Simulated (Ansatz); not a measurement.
Nudged elastic band run: C₃H₁₁NSi

Input file:

```yaml
crystal:
  periodic: [false, false, false]
  atoms:
    - { symbol: C, position_ang: [-0.128206, 1.912602, -0.556926] }
    - { symbol: C, position_ang: [0.650486, 0.864472, 0.231962] }
    - { symbol: C, position_ang: [0.352163, -0.591097, -0.150912] }
    - { symbol: "N", position_ang: [1.233064, -1.468802, 0.61488] }
    - { symbol: Si, position_ang: [-1.440112, -1.132198, 0.230504] }
    - { symbol: H, position_ang: [0.193633, 2.917765, -0.279913] }
    - { symbol: H, position_ang: [0.028232, 1.799614, -1.632374] }
    - { symbol: H, position_ang: [-1.20286, 1.854327, -0.372086] }
    - { symbol: H, position_ang: [0.476046, 0.992684, 1.30328] }
    - { symbol: H, position_ang: [1.72192, 1.038438, 0.080635] }
    - { symbol: H, position_ang: [0.508805, -0.685559, -1.237423] }
    - { symbol: H, position_ang: [1.146651, -2.428229, 0.331719] }
    - { symbol: H, position_ang: [2.197762, -1.212154, 0.492599] }
    - { symbol: H, position_ang: [-1.519142, -2.612335, 0.136467] }
    - { symbol: H, position_ang: [-2.404275, -0.560851, -0.743459] }
    - { symbol: H, position_ang: [-1.837067, -0.711176, 1.595447] }
basis:
  gaussian: { orbitals: def2-SVP }
hamiltonian:
  xc: hf
neb:
  order_check: false
  images: 9
  f_tol: 0.03
  max_iterations: 10
  initial_path: idpp
  final_atoms:
    - { symbol: C, position_ang: [-0.11349786, 1.96464416, -0.33331096] }
    - { symbol: C, position_ang: [0.68572186, 0.82131959, 0.28412165] }
    - { symbol: C, position_ang: [0.32785221, -0.57705866, -0.23633838] }
    - { symbol: "N", position_ang: [1.23109652, -1.55007218, 0.37206087] }
    - { symbol: Si, position_ang: [-1.45205183, -1.12259442, 0.19407907] }
    - { symbol: H, position_ang: [0.25058352, 2.92663031, 0.03085597] }
    - { symbol: H, position_ang: [-0.02713522, 1.96895922, -1.42245613] }
    - { symbol: H, position_ang: [-1.17572339, 1.90618681, -0.08690761] }
    - { symbol: H, position_ang: [0.58050614, 0.83284867, 1.37197437] }
    - { symbol: H, position_ang: [1.74983328, 0.99187165, 0.08498877] }
    - { symbol: H, position_ang: [0.41641949, -0.55378687, -1.33430237] }
    - { symbol: H, position_ang: [1.09976538, -2.47198682, -0.00360808] }
    - { symbol: H, position_ang: [2.19258065, -1.3023634, 0.2113812] }
    - { symbol: H, position_ang: [-1.75762068, -0.84497197, 1.61789442] }
    - { symbol: H, position_ang: [-1.5744252, -2.58172051, -0.05418586] }
    - { symbol: H, position_ang: [-2.45680485, -0.43040458, -0.65184694] }
```

Command:

```bash
$ ansatz run input.yaml --threads 2 --pin off --max-ram 3072MiB --backend cpu --events-out ev --progress --plain --runs-dir out
```

Output, in part (warnings, iteration lines, the closing report on the highest movable image, with atoms numbered from 0):

```
NEB end point (image 0): max|allowed force component| = 8.763e-3 eV/Å (the criterion of neb.relax_end_points is 1.000e-2)
NEB end point (image 10): max|allowed force component| = 1.314e-2 eV/Å (the criterion of neb.relax_end_points is 1.000e-2)
NEB iter   1: max|band force component| = 1.590e0 eV/Å  barrier→ = 0.3227 eV  barrier← = 0.3227 eV  Δτ_max = 0.2000 Å  (363 SCF iters)
NEB iter   2: max|band force component| = 4.119e-1 eV/Å  barrier→ = 0.1496 eV  barrier← = 0.1496 eV  CI = image 5  Δτ_max = 0.0717 Å  (272 SCF iters)
NEB iter   3: max|band force component| = 1.741e-1 eV/Å  barrier→ = 0.1214 eV  barrier← = 0.1214 eV  CI = image 5  Δτ_max = 0.0506 Å  (281 SCF iters)
NEB iter   4: max|band force component| = 3.637e-2 eV/Å  barrier→ = 0.1166 eV  barrier← = 0.1166 eV  CI = image 5  Δτ_max = 0.0838 Å  (259 SCF iters)
NEB iter   5: max|band force component| = 6.982e-2 eV/Å  barrier→ = 0.1146 eV  barrier← = 0.1146 eV  CI = image 5  Δτ_max = 0.0367 Å  (267 SCF iters)
NEB iter   6: max|band force component| = 2.419e-2 eV/Å  barrier→ = 0.1139 eV  barrier← = 0.1139 eV  CI = image 5  Δτ_max = 0.0000 Å  (547 SCF iters)
Total energy: -12603.07173776 eV, -463.1543436937 hartree
Atom 0 at     0.021168     2.014971     0.049364 Å, force     0.019945    -0.014485     0.004933 eV/Å
Atom 1 at     0.717151     0.714661     0.440706 Å, force     0.011554     0.011764    -0.006930 eV/Å
Atom 2 at     0.262894    -0.520104    -0.352419 Å, force    -0.015889     0.005232     0.009666 eV/Å
Atom 3 at     1.210642    -1.606012    -0.116683 Å, force    -0.020533     0.016396    -0.005603 eV/Å
Atom 4 at    -1.502914    -1.120980     0.120053 Å, force     0.013819    -0.015896    -0.012119 eV/Å
Atom 5 at     0.417971     2.851776     0.626582 Å, force    -0.004220     0.002197     0.000901 eV/Å
Atom 6 at     0.174770     2.241926    -1.008477 Å, force     0.001100     0.000443     0.000670 eV/Å
Atom 7 at    -1.054660     1.977989     0.228170 Å, force    -0.007254     0.003140    -0.002604 eV/Å
Atom 8 at     0.598809     0.527019     1.511456 Å, force     0.001432     0.000291     0.000086 eV/Å
Atom 9 at     1.793869     0.835981     0.281042 Å, force     0.000708     0.001853     0.000928 eV/Å
Atom 10 at     0.225661    -0.229767    -1.413926 Å, force     0.001609     0.001997     0.001940 eV/Å
Atom 11 at     0.936103    -2.460348    -0.567129 Å, force     0.004670    -0.002916    -0.001369 eV/Å
Atom 12 at     2.120574    -1.368081    -0.472664 Å, force     0.000515    -0.007824     0.004060 eV/Å
Atom 13 at    -1.416246    -2.373423     0.907934 Å, force     0.003147     0.002261     0.007315 eV/Å
Atom 14 at    -2.294051    -1.400694    -1.106545 Å, force    -0.007457    -0.001246    -0.001498 eV/Å
Atom 15 at    -2.234641    -0.107416     0.916937 Å, force    -0.003145    -0.003206    -0.000375 eV/Å
Dipole moment:     0.143639     0.082438    -0.274296 e Å
```

The forces met the threshold. Another band between the same ends (9 images) ends at a top of the same energy, where a vibrational analysis finds 1 clearly imaginary mode.

Final band (atoms are numbered from 1 in the order of the input):

| image | path coordinate (Å) | energy (kJ/mol) | dihedral N4–C3–Si5–H16 (°) |
| --- | --- | --- | --- |
| 0 | 0.00 | 0.0 | 74 |
| 1 | 0.48 | 1.0 | 85 |
| 2 | 0.95 | 4.0 | 97 |
| 3 | 1.43 | 7.6 | 110 |
| 4 | 1.90 | 10.2 | 122 |
| 5 | 2.38 | 11.0 | 135 |
| 6 | 2.89 | 9.7 | 149 |
| 7 | 3.40 | 6.7 | 162 |
| 8 | 3.92 | 3.3 | 175 |
| 9 | 4.43 | 0.9 | -174 |
| 10 | 4.95 | 0.0 | -165 |

The run took 110 s on 2 threads of Intel(R) Xeon(R) 6975P-C (Granite Rapids), on a shared host, peak memory 0.32 GiB.
